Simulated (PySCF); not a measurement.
C2H6F2Si, SMILES C[Si@H](F)CF.

The structure is a stationary point at ωB97X-D3(BJ)/def2-SVP. The structure was generated by enumeration; whether it is a known compound was not checked. One conformer was computed; it need not be the lowest.

All values below come from TDDFT-PBE/def2-SVPD run with PySCF.

Vertical excitations. Gas-phase values at a fixed geometry.

Computed UV-visible absorptions:
```json
[
 {"state": "S1", "energy (eV)": "6.83", "λ (nm)": "181", "f": "0.008", "main pairs": "HOMO→LUMO 94 %"},
 {"state": "S2", "energy (eV)": "6.99", "λ (nm)": "177", "f": "0.001", "main pairs": "HOMO→LUMO+1 96 %"},
 {"state": "S3", "energy (eV)": "7.26", "λ (nm)": "171", "f": "0.026", "main pairs": "HOMO→LUMO+2 97 %"},
 {"state": "S4", "energy (eV)": "7.70", "λ (nm)": "161", "f": "0.051", "main pairs": "HOMO−1→LUMO 98 %"},
 {"state": "S5", "energy (eV)": "7.88", "λ (nm)": "157", "f": "0.006", "main pairs": "HOMO−1→LUMO+1 94 %"},
 {"state": "S6", "energy (eV)": "7.91", "λ (nm)": "157", "f": "0.007", "main pairs": "HOMO−2→LUMO 94 %"},
 {"state": "S7", "energy (eV)": "8.09", "λ (nm)": "153", "f": "0.008", "main pairs": "HOMO−2→LUMO+1 71 %, HOMO→LUMO+3 14 %"},
 {"state": "S8", "energy (eV)": "8.12", "λ (nm)": "153", "f": "0.012", "main pairs": "HOMO→LUMO+3 45 %, HOMO−1→LUMO+2 30 %, HOMO−2→LUMO+1 22 %"},
 {"state": "S9", "energy (eV)": "8.13", "λ (nm)": "152", "f": "0.006", "main pairs": "HOMO−1→LUMO+2 48 %, HOMO→LUMO+4 26 %, HOMO→LUMO+3 22 %"},
 {"state": "S10", "energy (eV)": "8.22", "λ (nm)": "151", "f": "0.072", "main pairs": "HOMO→LUMO+4 64 %, HOMO→LUMO+3 17 %, HOMO−1→LUMO+2 11 %"},
 {"state": "T1", "energy (eV)": "6.44", "λ (nm)": "192", "f": "0", "main pairs": "HOMO→LUMO 97 %"},
 {"state": "T2", "energy (eV)": "6.79", "λ (nm)": "183", "f": "0", "main pairs": "HOMO→LUMO+1 94 %"},
 {"state": "T3", "energy (eV)": "6.99", "λ (nm)": "177", "f": "0", "main pairs": "HOMO→LUMO+2 93 %"},
 {"state": "T4", "energy (eV)": "7.34", "λ (nm)": "169", "f": "0", "main pairs": "HOMO−1→LUMO 95 %"}
]
```
Triplets are in the Tamm–Dancoff approximation, which puts them higher than full response would, so one can lie above its singlet here.
